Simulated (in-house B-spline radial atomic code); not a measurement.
Atomic self-consistent-field run: Ge³⁺. Computed with a radial B-spline atomic code at the basis-set limit: non-relativistic LDA VWN5, spherical fractional occupations, point nucleus, inside a hard spherical wall at 7.42 bohr.

Command:
```bash
python run_scf.py task.json out
```
Settings:
```
Z                32
configuration    [Ne] 3s2 3p5 3d10 4s1 4f1
hamiltonian      nr
method           lda,vwn
spin_polarised   False
wall_radius      7.42
```

Output (hartree, bohr):
```
 radial grid: 45 intervals, B-splines of order 8, outer radius 7.42 bohr

 iter        energy (Eh)    residual
    1       -2060.673563    4.04e-01
    2       -2061.130345    5.61e-01
    3       -2066.244234    2.46e-02
    4       -2066.258051    1.12e-02
    5       -2066.259509    2.71e-03
    6       -2066.259575    1.34e-03
    7       -2066.259611    2.90e-04
    8       -2066.259613    2.14e-06
    9       -2066.259613    3.93e-08

 total energy                     -2066.25961
 kinetic                            2064.4502
 electron-nucleus                  -4894.4946
 Hartree                             837.6780
 exchange-correlation                -73.8932

 orbital      occ     eigenvalue          <r>       <r^2>       <1/r>       r_max
 1s         2.000      -398.4968    0.0479156  0.00307516     31.4623     0.03163
 2s         2.000       -51.1002     0.214131   0.0539998     6.91121      0.1797
 2p         6.000       -45.7851     0.185294   0.0420045     6.89134      0.1426
 3s         2.000        -7.8973     0.630327    0.457424     2.25053      0.5502
 3p         5.000        -6.1234     0.642769    0.484661     2.13734      0.5442
 3d        10.000        -3.0081     0.687499    0.589136     1.86138      0.4933
 4s         1.000        -1.7629      1.75176     3.46661    0.758037       1.559
 4f         1.000        -0.4126      3.75158      15.394    0.298322        3.56
```

Cost of the run: 0.03 s on 1 thread of Arm Neoverse V2, on a shared host.
